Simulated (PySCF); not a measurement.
A PySCF script (with the pyscf-properties extension) for the NMR shieldings of SMILES CO[B@@H-](C(=C)C)[N+]#CC, C6H12BNO, on a GFN2-xTB geometry:

```python
import basis_set_exchange as bse
import numpy as np
from pyscf import gto, dft
from pyscf.prop import nmr

atoms = """
C    -0.817440   -1.257491   -0.961445
C    -1.250740   -0.756232    0.186605
C    -2.634616   -1.081358    0.670579
B    -0.431301    0.284098    1.132888
N     1.069406   -0.147390    0.965682
C     2.071592   -0.142223    0.401916
C     3.350252   -0.181892   -0.237678
O    -0.444498    1.671043    0.743105
C    -0.305599    2.023995   -0.594230
H    -1.424836   -1.908687   -1.576146
H     0.167630   -1.048481   -1.353060
H    -3.163122   -1.734091   -0.023802
H    -3.202559   -0.161068    0.798149
H    -2.580623   -1.566798    1.643744
H    -0.663839    0.194742    2.289677
H     3.369108   -0.986036   -0.973660
H     4.129587   -0.355212    0.504884
H     3.539438    0.768213   -0.736761
H    -1.031608    1.508867   -1.235512
H     0.704325    1.789894   -0.972750
H    -0.459478    3.103050   -0.672656
"""
names = dict.fromkeys(["C", "B", "N", "O", "H"], "pcSseg-1")
basis = {el: gto.basis.parse(bse.get_basis(n, elements=[el], fmt="nwchem")) for el, n in names.items()}
mol = gto.M(atom=atoms, basis=basis, charge=0, verbose=0)
mf = dft.RKS(mol, xc="PBE0")
mf.grids.level = 2
mf.grids.alignment = dft.numint.BLKSIZE   # the property module wants whole blocks of grid points
mf.conv_tol = 1e-9
mf.kernel()

calc = nmr.RKS(mf)   # GIAO
C = mf.mo_coeff
Co = C[:, mf.mo_occ > 0]
resp = mf.gen_response(singlet=True, hermi=2)
def vind(x):   # induced exchange potential for any number of trial vectors
    d = np.einsum("pi,xij,qj->xpq", C, 2 * x.reshape(-1, C.shape[1], Co.shape[1]), Co, optimize=True)
    return np.einsum("xpq,pi,qj->xij", resp(d - d.transpose(0, 2, 1)), C, Co, optimize=True).ravel()
mo1, _ = nmr.rhf.solve_mo1(calc, with_cphf=vind)
sigma = calc.kernel(mo1)
for i, s in enumerate(sigma):   # ppm
    w = np.linalg.eigvalsh((s + s.T) / 2)
    print("%2d %-2s iso %8.1f  s11 %8.1f  s22 %8.1f  s33 %8.1f" % (i, mol.atom_pure_symbol(i), w.mean(), *w))
```

**Question.** What does it print?

**Answer.** 
```
 0 C  iso     70.0  s11    -39.5  s22     99.1  s33    150.5
 1 C  iso     23.7  s11    -98.9  s22    -11.1  s33    181.1
 2 C  iso    155.7  s11    135.9  s22    147.3  s33    184.0
 3 B  iso    107.2  s11    100.1  s22    106.0  s33    115.5
 4 N  iso     29.7  s11   -146.6  s22    -91.4  s33    327.2
 5 C  iso     56.4  s11    -36.3  s22    -23.5  s33    228.9
 6 C  iso    185.1  s11    177.0  s22    178.1  s33    200.2
 7 O  iso    301.5  s11    202.9  s22    321.9  s33    379.6
 8 C  iso    135.3  s11    110.1  s22    119.1  s33    176.7
 9 H  iso     26.2  s11     24.1  s22     25.3  s33     29.2
10 H  iso     27.1  s11     25.0  s22     26.1  s33     30.2
11 H  iso     30.1  s11     26.3  s22     29.0  s33     34.9
12 H  iso     29.6  s11     25.7  s22     28.7  s33     34.4
13 H  iso     29.7  s11     25.8  s22     28.2  s33     35.0
14 H  iso     28.7  s11     26.3  s22     28.1  s33     31.6
15 H  iso     29.1  s11     23.9  s22     27.5  s33     35.8
16 H  iso     29.2  s11     24.1  s22     26.6  s33     36.9
17 H  iso     28.8  s11     23.4  s22     27.6  s33     35.5
18 H  iso     28.2  s11     24.1  s22     28.0  s33     32.5
19 H  iso     29.0  s11     25.2  s22     28.1  s33     33.7
20 H  iso     28.0  s11     23.7  s22     26.0  s33     34.2
```

These numbers come from an equivalent density-fitted implementation of the same equations, which agrees with the script to about 0.01 ppm for H and up to a few tenths of a ppm for heavy atoms, so last digits may differ.

Size and cost of the density-fitted run: 213 basis functions, 120 s wall time (110 s CPU) on 1 thread of an Intel Xeon, shared host; peak memory 0.96 GiB.
